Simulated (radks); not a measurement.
Neutral barium inside a hard spherical wall (all orbitals vanish at R), configuration held at [Xe] 6s2 and not refilled when levels cross. All-electron calculation, scalar-relativistic Kohn-Sham, PBE, spin-polarised, spherical densities, finite nucleus; Fermi nuclear charge, rms radius 4.8378 fm. Program: a radial shooting solver on a logarithmic mesh with Libxc functionals. Eigenvalues in eV for spin up, with the zero of energy where the potential of the charges vanishes at infinity; a dash marks a level that is unbound or too diffuse for the functional's potential to be trusted. A positive occupied level is held by the wall or, in an anion where self-interaction has pushed it up, behind a barrier. The pressure on the wall is -dE/dV.

| R (bohr) | E (hartree) | kinetic (hartree) | e(4d) | e(5s) | e(5p) | e(6s) | e(5d, empty) | e(6p, empty) | pressure (GPa) |
|---|---|---|---|---|---|---|---|---|---|
| free | -8135.2310 | 8587.390 | -89.683 | -33.672 | -18.737 | -3.230 | -2.019 | -1.243 | 0 |
| 15 | -8135.2309 | 8587.391 | -89.675 | -33.663 | -18.729 | -3.224 | -2.012 | -1.217 | 0.000680 |
| 12 | -8135.2299 | 8587.401 | -89.596 | -33.587 | -18.654 | -3.167 | -1.947 | -1.077 | 0.0160 |
| 10 | -8135.2246 | 8587.438 | -89.343 | -33.342 | -18.415 | -2.967 | -1.741 | -0.689 | 0.128 |
| 8 | -8135.1964 | 8587.588 | -88.563 | -32.597 | -17.696 | -2.212 | -1.082 | 0.592 | 1.06 |
| 6 | -8135.0418 | 8588.214 | -86.471 | -30.676 | -15.880 | 0.804 | 0.921 | 5.213 | 10.9 |
| 4 | -8133.8154 | 8592.841 | -78.260 | -24.128 | -9.481 | 18.454 | 9.835 | 28.467 | 248 |
| 3.5 | -8132.5642 | 8597.399 | -72.328 | -19.605 | -4.604 | 33.327 | 16.806 | 46.283 | 683 |
| 2.5 | -8123.1040 | 8628.065 | -46.061 | 5.328 | 24.625 | 120.01 | 57.030 | 142.92 | 7800 |
| 2 | -8104.4099 | 8683.981 | -15.879 | 48.387 | 75.127 | 253.20 | 120.84 | 284.72 | 36800 |
| 1.5 | -8038.4196 | 8870.587 | 57.433 | 196.26 | 239.31 | 620.88 | 304.53 | 663.50 | 260000 |
